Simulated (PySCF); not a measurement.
1-chloro-1-fluoroethene (C2H2ClF), SMILES ClC(=C)F.

Geometry optimised at TPSSh-D3(BJ)/def2-SVP.

Calculation: TDDFT-PBE/def2-SVPD in PySCF.

Vertical excitations. Isolated molecule, no solvent. State labels are in the subgroup Cs.

**Question.** Estimate the UV-visible absorptions. (An estimate is asked for; the answer gives what the named calculation found.)

**Answer.** 
| state | symmetry | energy (eV) | λ (nm) | f | main pairs |
|---|---|---|---|---|---|
| S1 | A" | 6.10 | 203 | 0.000 | HOMO→LUMO+1 99 % |
| S2 | A' | 6.65 | 186 | 0.258 | HOMO→LUMO 85 % |
| S3 | A" | 6.75 | 184 | 0.004 | HOMO→LUMO+2 100 % |
| S4 | A" | 6.91 | 179 | 0.000 | HOMO−1→LUMO 100 % |
| S5 | A" | 7.64 | 162 | 0.014 | HOMO→LUMO+3 99 % |
| S6 | A' | 7.95 | 156 | 0.007 | HOMO−1→LUMO+1 92 % |
| S7 | A" | 8.02 | 155 | 0.002 | HOMO→LUMO+4 97 % |
| S8 | A" | 8.16 | 152 | 0.013 | HOMO→LUMO+5 95 % |
| S9 | A' | 8.19 | 151 | 0.058 | HOMO−2→LUMO 69 %, HOMO→LUMO+6 12 % |
| S10 | A' | 8.44 | 147 | 0.030 | HOMO−1→LUMO+2 94 % |
| T1 | A' | 4.29 | 289 | 0 | HOMO→LUMO 98 % |
| T2 | A" | 5.66 | 219 | 0 | HOMO→LUMO+1 100 % |
| T3 | A" | 6.59 | 188 | 0 | HOMO→LUMO+2 100 % |
| T4 | A" | 6.80 | 182 | 0 | HOMO−1→LUMO 100 % |
Triplets are in the Tamm–Dancoff approximation, which puts them higher than full response would, so one can lie above its singlet here.
